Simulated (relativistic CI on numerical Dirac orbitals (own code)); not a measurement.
# Hyperfine structure of Eu⁴⁵⁺, mass number 153

Calculated at this level of theory: Dirac-Coulomb-Breit CI, KLI orbitals optimised for each configuration, model QED (radiative potential, 1s self-energy scaled to tabulated hydrogen-like ionisation energies), unscaled Slater integrals (own radial code, finite nucleus).

Configurations in the expansion (outside the closed core [Ne]): 3s²3p⁶, 3s²3p⁵3d, 3s3p⁶3d, 3s²3p⁵4s, 3s²3p⁵4p, 3s²3p⁵4d, 3p⁶3d4p, 3s3p⁶4s, 3p⁶3d², 3p⁵3d³, 3p⁵3d²4s, 3p⁵3d²4p, 3p⁵3d²4d, 3p⁶3d4s, 3p⁵3d4s², 3p⁵3d4s4p, 3p⁵3d4s4d. Double excitations out of closed p, d and f shells are left out; levels of such configurations are missing from the list, as are those of other unlisted configurations, and high levels can miss mixing partners.

Nuclear spin I = 5/2, μ = 1.5294 μN, Q = 2.41 b (tables of Stone and Pyykkö). The electronic factors are computed for point nuclear moments, without core polarisation or the Bohr-Weisskopf and QED corrections.

```csv
Level,E (eV),A (GHz),B (GHz)
3s²3p⁵3d ³P°1,200.166,45.52,147
3s²3p⁵3d ³F°3,205.180,54.42,-461
3s²3p⁵3d ³D°2,208.343,54.24,-38.6
3s²3p⁵3d ³F°4,235.582,36.27,-430
3s²3p⁵3d ³D°3,249.506,31.79,200
3s²3p⁵3d ³F°2,361.762,160.3,135
3s²3p⁵3d ¹P°1,396.030,-84.25,36.3
3s3p⁶3d ³D1,534.034,-374.6,48.6
```

Levels with J = 0, under 50 % of one LS term, or S terms without an open s electron are left out. Small factors come from cancelling terms and can be off by tens of per cent or more.

At this charge energies of transitions that change n are usually good to better than 1 %, and those within a shell (Δn = 0) to a few per cent.

**Question.** Give the hyperfine levels of 3s²3p⁵3d ³F°3 relative to its centre of gravity.

**Answer.** With K = F(F + 1) − I(I + 1) − J(J + 1), E = AK/2 + B[¾K(K + 1) − I(I + 1)J(J + 1)]/[2I(2I − 1)J(2J − 1)]: F = 1/2: -820.8, F = 3/2: -614.7, F = 5/2: -317.3, F = 7/2: 2.271, F = 9/2: 247.1, F = 11/2: 292.9 GHz.

LS names give the leading component of a level, which can be under half, so a name can repeat, a term be missing and a line seem to break the LS rules.
